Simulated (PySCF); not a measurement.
C₅H₅O₃ (doublet state).
SMILES with atom numbers: `[O:1]=[C:2]([OH:3])[C@H:4]1[CH:5][O:6][CH:7]=[CH:8]1` (hydrogens: H9 on O3; H10 on C4; H11 on C5; H12 on C7; H13 on C8)

Cartesian coordinates in Å at the PBE0-D3(BJ)/def2-SVP level; atoms count from 1:
```xyz
13
C5H5O3 angstrom
O      2.3745   -1.0835   -0.3960
C      1.4830   -0.2800   -0.3408
O      1.6879    1.0361   -0.2303
C      0.0024   -0.6534   -0.3210
C     -0.4823   -0.8255    1.0878
O     -1.4597    0.0760    1.3816
C     -1.7351    0.7565    0.2348
C     -0.9563    0.4065   -0.7940
H      2.6493    1.1612   -0.1988
H     -0.0560   -1.5968   -0.8997
H      0.0105   -1.3084    1.9285
H     -2.5399    1.4859    0.3096
H     -0.9871    0.8262   -1.7970
```

The hyperfine couplings belong to this conformer and change with its torsions.

Computed, not measured: PySCF, UKS B3LYP, IGLO-III on C O, pcH-1 on H, non-relativistic, mean-field spin-orbit, GIAO. Isolated species at its PBE0-D3(BJ)/def2-SVP geometry (one conformer only). No stability test was run, so a lower SCF solution isn't excluded.

The Mulliken spin populations are largest on C5 (+0.91), C4 (-0.10), C8 (+0.10) and H10 (+0.07). No atom but C5 exceeds +0.15. The positive populations add up to 1.19 and the negative ones to -0.19, together 2S = 1. The angles at C5 add up to 357.0°, so it is nearly planar; its axial dipolar tensor and the negative coupling of its proton fit spin in a p orbital normal to that plane.

(1) Test a(H) = Q·ρ(C) for the protons on planar carbons with a spin population beyond ±0.08.

Answers

(1) 
```
  H   C    ρ(C)  a(H) (G)  a/ρ (G)
H11  C5  +0.907    -18.66    -20.6
H13  C8  +0.096     -2.37    -24.7
```

A least-squares line through the origin gives Q = -20.6 G with Mulliken populations. In every row coupling and population have opposite signs.

Couplings in gauss use g_iso = 2.0030.

Hardware: Arm Neoverse V1, one thread, no GPU, shared host. Cost: 80 s wall.
